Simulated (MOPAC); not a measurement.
Input file for MOPAC: PM3 on BeBrI (SMILES [Br][Be][I]), a point of a bond scan (R = 2.165 Å).

```
PM3 1SCF PRECISE CHARGE=0 THREADS=1
BeBrI

Be    -0.00000000 1    -0.00000000 1    -0.50333561 1
Br    -0.00000000 1    -0.00000000 1    -2.45917122 1
I      0.00000000 1     0.00000000 1     1.66196859 1
```

Output:

```
*******************************************************************************
 **                                                                           **
 **                              MOPAC v23.2.5                                **
 **                                                                           **
 *******************************************************************************
 ** MOPAC's Digital Object Identifier: https://doi.org/10.5281/zenodo.6511958 **
 **                                                                           **
 ** Please cite the open-source release paper for use of this MOPAC version:  **
 ** J. E. Moussa and J. J. P. Stewart (2026)                                  **
 ** MOPAC: An open-source semiempirical molecular orbital program             **
 ** J. Open Source Softw., 11(119), 8025, https://doi.org/10.21105/joss.08025 **
 *******************************************************************************

                              PM3 CALCULATION RESULTS

 *******************************************************************************
 *  PM3        - The PM3 Hamiltonian to be used
 *
 *
 *
 *                 CHARGE ON SYSTEM = 0
 *
 *
 *
 *  PRECISE    - TIGHTER CRITERIA TO BE USED
 *  1SCF       - DO 1 SCF AND THEN STOP
 *  THREADS=1  - MULTI-THREADING NOT USED
 *  T=         - A TIME OF 172800.0 SECONDS REQUESTED
 *  DUMP=N     - RESTART FILE WRITTEN EVERY 7200.0 SECONDS REQUESTED
 *******************************************************************************
PM3 1SCF PRECISE CHARGE=0 THREADS=1
 BeBrI

   ATOM   CHEMICAL          X               Y               Z
  NUMBER   SYMBOL      (ANGSTROMS)     (ANGSTROMS)     (ANGSTROMS)

     1      Be         -0.00000000  *  -0.00000000  *  -0.50333561  *
     2      Br         -0.00000000  *  -0.00000000  *  -2.45917122  *
     3       I          0.00000000  *   0.00000000  *   1.66196859  *



          CARTESIAN COORDINATES

    NO.       ATOM           X           Y           Z

     1        Be         -0.0000     -0.0000     -0.5033
     2        Br         -0.0000     -0.0000     -2.4592
     3         I          0.0000      0.0000      1.6620

 Be: (PM3): J. J. P. STEWART, J. COMP. CHEM. 10, 209 (1989).
 Br: (PM3): J. J. P. STEWART, J. COMP. CHEM. 10, 209 (1989).
  I: (PM3): J. J. P. STEWART, J. COMP. CHEM. 10, 209 (1989).

           Empirical Formula: Be Br I  =     3 atoms



      MOLECULAR POINT GROUP   :   C*v


      RHF CALCULATION, NO. OF DOUBLY OCCUPIED LEVELS = 8


 -------------------------------------------------------------------------------
 PM3 1SCF PRECISE CHARGE=0 THREADS=1
 BeBrI



     1SCF WAS SPECIFIED, SO BFGS WAS NOT USED
     SCF FIELD WAS ACHIEVED


                              PM3 CALCULATION
                                                       MOPAC v23.2.5 Linux




          FINAL HEAT OF FORMATION =        -30.33634 KCAL/MOL =    -126.92725 KJ/MOL


          COSMO AREA              =        119.30 SQUARE ANGSTROMS
          COSMO VOLUME            =        107.07 CUBIC ANGSTROMS

          IONIZATION POTENTIAL    =         11.305985 EV
          HOMO LUMO ENERGIES (EV) =        -11.306 -2.648
          NO. OF FILLED LEVELS    =          8
          MOLECULAR WEIGHT        =        215.8207         POINT GROUP:  C*v

          MOLECULAR DIMENSIONS (Angstroms)

            Atom       Atom       Distance
            I     3   Br     2     4.12114
            I     3   Br     2     0.00000
           Be     1   Br     2     0.00000


          SCF CALCULATIONS        =          1





   ATOM   CHEMICAL          X               Y               Z
  NUMBER   SYMBOL      (ANGSTROMS)     (ANGSTROMS)     (ANGSTROMS)

     1      Be         -0.00000000  *  -0.00000000  *  -0.50333561  *
     2      Br         -0.00000000  *  -0.00000000  *  -2.45917122  *
     3       I          0.00000000  *   0.00000000  *   1.66196859  *

                             CARTESIAN COORDINATES

   1   Be       -0.000000000    -0.000000000    -0.503335610
   2   Br       -0.000000000    -0.000000000    -2.459171220
   3    I        0.000000000     0.000000000     1.661968590


           Empirical Formula: Be Br I  =     3 atoms



      MOLECULAR POINT GROUP   :   C*v


                  EIGENVALUES
 -19.47987 -15.03248 -13.73149 -12.95702 -12.95702 -12.12917 -12.12917 -11.30599
  -2.64792   0.87196   0.94374   0.94374


              NET ATOMIC CHARGES AND DIPOLE CONTRIBUTIONS

  ATOM NO.   TYPE          CHARGE      No. of ELECS.   s-Pop       p-Pop
    1         Be           0.870978        1.1290     0.74782     0.38120
    2         Br          -0.424117        7.4241     1.85395     5.57016
    3          I          -0.446860        7.4469     1.79078     5.65608
 DIPOLE           X         Y         Z       TOTAL
 POINT-CHG.     0.000     0.000    -0.663     0.663
 HYBRID         0.000    -0.000     0.197     0.197
 SUM            0.000    -0.000    -0.466     0.466


          ATOMIC ORBITAL ELECTRON POPULATIONS

     Atom    s        px        py        pz
    1 Be   0.74782   0.02754   0.02754   0.32612
    2 Br   1.85395   1.98158   1.98158   1.60701
    3  I   1.79078   1.99088   1.99088   1.67432

 **********************
 *                    *
 * JOB ENDED NORMALLY *
 *                    *
 **********************




 == MOPAC DONE ==
```

The run finished.

Cost: around 0.020 core-seconds (rough).
